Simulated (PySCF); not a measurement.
Start geometry of `C(C)[AsH2+][GaH3-]` from GFN2-xTB (Å):
```
atom  x, y, z in Å
C1    -2.115   -0.197    0.400
C2    -0.704    0.325    0.289
As3    0.535   -0.946   -0.542
Ga4    2.661    0.714   -0.278
H5    -2.538   -0.402   -0.605
H6    -2.184   -1.076    0.994
H7    -2.762    0.578    0.862
H8    -0.287    0.577    1.281
H9    -0.657    1.259   -0.278
H10   -0.316   -1.333   -1.681
H11    0.100   -2.157    0.238
H12    2.490    0.802    1.285
H13    1.924    1.851   -1.125
H14    3.848   -0.010   -0.857
```

Problem. What comes out of this run: PySCF, PBE0-D3(BJ)/def2-SVP geometry optimisation, gas phase?

Solution. 
```
atom  x, y, z in Å
C1    -2.2898   -0.2969    0.3807
C2    -0.9558    0.4265    0.3922
As3    0.5396   -0.5645   -0.3808
Ga4    2.8581    0.5970   -0.3598
H5    -2.6097   -0.5426   -0.6436
H6    -2.2471   -1.2368    0.9521
H7    -3.0752    0.3300    0.8316
H8    -0.6367    0.6844    1.4145
H9    -0.9977    1.3750   -0.1664
H10   -0.0662   -0.9837   -1.7037
H11    0.3745   -1.8937    0.3256
H12    2.9467    0.7818    1.2076
H13    2.4353    1.8471   -1.2302
H14    3.7170   -0.5392   -1.0376
```

The energy falls by 24.2 kJ/mol over 9 energy and gradient evaluations, the largest force component goes from 0.0297 to 2.8e-04 Eh/bohr, and the atoms move by 0.379 Å rms after alignment. The bond that changes most is As3–Ga4 (ends: arsenic bonded to C, Ga and 2 H; gallium bonded to As and 3 H), which shortens by 0.117 Å. Bonds longer at the end by more than 0.005 Å: 7 of 13; shorter: 5. Among the angles that change most is C2–As3–Ga4, from 93.3° to 117.0°. Among the dihedrals that turn most is H11–As3–Ga4–H13, from -160° to 179°. Rotational constants go from 5293, 1081, 927.6 to 8683, 955.0, 889.0 MHz. The orientation of the end geometry is arbitrary; only internal coordinates are fixed.

The run used 142 basis functions and 57 SCF cycles in all. Time: 2.6 min wall; peak memory 0.54 GiB. Hardware: one thread of an Arm Neoverse N1, shared host with 64 logical CPUs at a one-minute load of 61.

No frequency check. One conformer, not necessarily the lowest.
